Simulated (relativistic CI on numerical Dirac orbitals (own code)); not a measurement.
**Nb+: 4p photoemission**

Computed with this model: Dirac-Coulomb-Breit CI, separate exchange-only KLI orbitals for each configuration, model QED, valence Slater integrals scaled by 0.8, multiplet model of photoemission in the sudden approximation; configurations [Kr] 4d4 → [Ar] 3d10 4s2 4p5 4d4; 80 K; Lorentzian 1.2 eV and Gaussian 0.6 eV FWHM. Energies are those of the free ion, without screening or charge transfer. The energies are binding energies and can lie tens of eV above those of solids. S is read from ⟨S²⟩ = S(S + 1).

Field parameters in Wybourne normalisation: Oh B⁴₀ = 21Dq, B⁴₄ = √(5/14) B⁴₀. The field is a parameter set, without covalency.

Peaks in eV (height, largest 100): 44.6 (100), 48.8 (37), 56.6 (9).

(1) Which surroundings give this spectrum?
A. Oh, 10Dq = 15550 cm⁻¹
B. Oh, 10Dq = 3450 cm⁻¹
C. Oh, 10Dq = 33750 cm⁻¹
D. Oh, 10Dq = 9500 cm⁻¹

Answers

(1) C. Oh, 10Dq = 33750 cm⁻¹, where the ground state has S = 1.00.
